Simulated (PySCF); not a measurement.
Field gradients at the hydrogen positions

Species: Si(vinyl)2(pyrrolidide)2, C12H22N2Si.
Geometry (PBE0-D3(BJ)/def2-SVP, Å), atoms numbered from 1 in this order:
```xyz
37
C12H22N2Si angstrom
Si     0.7960    0.0188    0.5797
C      0.8015   -0.0212    2.4532
C      0.5410    1.0700    3.1829
H      1.0673   -0.9457    2.9837
H      0.2798    2.0199    2.7006
H      0.5772    1.0723    4.2785
C      2.5541    0.0808   -0.0665
C      3.1565   -0.9935   -0.5900
H      3.1362    1.0088    0.0174
H      2.6230   -1.9469   -0.6885
H      4.1961   -0.9784   -0.9382
N     -0.0081    1.4387   -0.0036
C      0.5699    2.4913   -0.8307
C     -0.6405    3.2268   -1.4019
C     -1.6802    3.0684   -0.2982
C     -1.4417    1.6375    0.1731
H      1.2172    2.0851   -1.6262
H      1.1959    3.1877   -0.2368
H     -0.9890    2.7245   -2.3196
H     -0.4217    4.2742   -1.6568
H     -1.4702    3.7756    0.5217
H     -2.7132    3.2429   -0.6335
H     -1.7512    1.4858    1.2217
H     -2.0337    0.9251   -0.4373
N     -0.0127   -1.4146    0.0374
C     -0.4839   -2.5223    0.8594
C     -1.4128   -3.3043   -0.0666
C     -0.7816   -3.0808   -1.4360
C     -0.3609   -1.6162   -1.3643
H     -1.0057   -2.1722    1.7660
H      0.3491   -3.1703    1.2005
H     -2.4225   -2.8613   -0.0450
H     -1.5053   -4.3640    0.2137
H      0.1083   -3.7226   -1.5500
H     -1.4581   -3.2944   -2.2767
H      0.4865   -1.3909   -2.0348
H     -1.1968   -0.9581   -1.6778
```

Level: PBE0/pcSseg-1 (PySCF, non-relativistic); Q(2H) = 0.00286 b; rigid geometry, the same for H and D, with no vibrational averaging.

Question: Rank these positions by the coupling χzz of a deuteron there, largest first.
A. H4 (hydrogen on carbon)
B. H18 (hydrogen on carbon)
C. H20 (hydrogen on carbon)
D. H17 (hydrogen on carbon)

Answer: A (202 kHz), C (197 kHz), D (189 kHz), B (183 kHz).

Q: What are Vzz, η and χzz (234.96 MHz × Q × Vzz) at all hydrogens?

A: 
```csv
atom,bonded to,bond length (Å),Vzz (au),η,χzz (kHz)
H4,C2,1.099,0.3009,0.03,202
H5,C3,1.097,0.2980,0.03,200
H6,C3,1.096,0.3019,0.04,203
H9,C7,1.099,0.3007,0.03,202
H10,C8,1.097,0.2983,0.03,200
H11,C8,1.096,0.3014,0.04,203
H17,C13,1.103,0.2810,0.04,189
H18,C13,1.109,0.2727,0.03,183
H19,C14,1.103,0.2858,0.01,192
H20,C14,1.100,0.2929,0.01,197
H21,C15,1.103,0.2858,0.01,192
H22,C15,1.100,0.2930,0.00,197
H23,C16,1.104,0.2798,0.04,188
H24,C16,1.109,0.2728,0.03,183
H30,C26,1.103,0.2814,0.04,189
H31,C26,1.109,0.2723,0.03,183
H32,C27,1.103,0.2856,0.01,192
H33,C27,1.100,0.2929,0.01,197
H34,C28,1.103,0.2856,0.01,192
H35,C28,1.100,0.2931,0.00,197
H36,C29,1.104,0.2798,0.04,188
H37,C29,1.109,0.2731,0.03,184
```

Q: How does χzz go with the bond length over the 22 C–H bonds?

A: A straight-line fit has a slope of -15.9 kHz for each 0.01 Å, with a correlation coefficient of -0.97, over lengths from 1.096 to 1.109 Å. The longer bonds have the smaller couplings here.

Q: Give the 2H NMR doublet splittings at H32 for a magnetic field along the z, y and x axes of the gradient: 3χ/2, 3χ(1 + η)/4, 3χ(1 − η)/4.

A: With |χ| = 191.9 kHz and η = 0.009: 288, 145 and 143 kHz, to first order and without motion.

Geometry: PBE0-D3(BJ)/def2-SVP, one conformer, isolated molecule. These gradients aren't converged with respect to the basis.
